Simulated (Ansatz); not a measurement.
F2H3N2Ta, SMILES `[NH]=[Ta]([NH2])([F])[F]`, charge 0, multiplicity 1.

Problem. Give a relaxed structure at PBE0-D4/def2-TZVP (Ansatz). (Estimate.)

Solution. Ansatz gave: 
```xyz
8

N     1.406    0.827   -0.470
Ta   -0.165    0.567    0.280
N    -0.570   -1.310   -0.140
F    -0.086    0.824    2.151
F    -1.478    1.708   -0.458
H     2.296    1.098   -0.852
H     0.016   -1.939   -0.665
H    -1.418   -1.775    0.155
```
Point group Cs.
